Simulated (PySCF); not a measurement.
Computed IR spectrum (relative IR intensity) of a molecule F2H5NSi2. Geometry optimised at PBE0-D3(BJ)/def2-SVP. The values are those of a single conformer. Level of theory: PBE0-D3(BJ)/def2-SVP run with PySCF 2.14.0. Frequencies are harmonic and unscaled.

```
ν (cm⁻¹)  relative intensity
--------  ------------------
278                       10
376                      6.0
443                       26
721                       29
787                       43
826                      2.0
855                      2.7
897                       72
929                       11
949                       74
963                       81
965                       82
1010                     2.3
1214                     100
2231                      46
2237                      32
2257                      26
2351                      28
3601                      20
```

Problem. Which molecule gave these data?
(A) N[Si](F)(F)[SiH3]
(B) N[Si@@H](F)[SiH2]F
(C) N[SiH2][SiH](F)F
(D) F[SiH](F)N[SiH3]

Solution. D, F[SiH](F)N[SiH3]
